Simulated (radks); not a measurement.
Results of a calculation; reference values are marked as such.
Species: neutral mercury. Configuration: [Hg]. Level of theory: scalar-relativistic Kohn-Sham, SCAN, spin-polarised, spherical densities, finite nucleus; meta-GGA in the generalised Kohn-Sham scheme; Fermi nuclear charge, rms radius 5.4648 fm (a radial shooting solver on a logarithmic mesh with Libxc functionals). Some entries of the table are withheld. Estimate them.

orbital,occ.,eigenvalue (eV),<1/r> (bohr^-1),<r^2> (bohr^2)
1s,2,-83236.63,97.53,0.0003810
2s,2,-14781.67,22.91,0.005792
2p,6,-12745.31,20.29,0.004898
3s,2,-3520.766,8.498,0.03727
3p,6,-2929.066,7.726,0.03845
3d,10,-2304.609,7.255,0.03192
4s,2,-780.6095,3.640,0.1796
4p,6,-585.7442,3.286,0.2052
4d,10,-353.4825,2.947,0.2326
5s,2,-120.4899,1.498,0.9150
4f,14,-97.0517,2.533,0.2811
5p,6,-68.2176,1.278,(1)
5d,10,-10.1546,0.8872,2.691
6s,2,(2),0.4770,8.060

Answer. 
(1) 5p <r^2> (bohr^2): 1.221
(2) 6s eigenvalue (eV): -7.3389
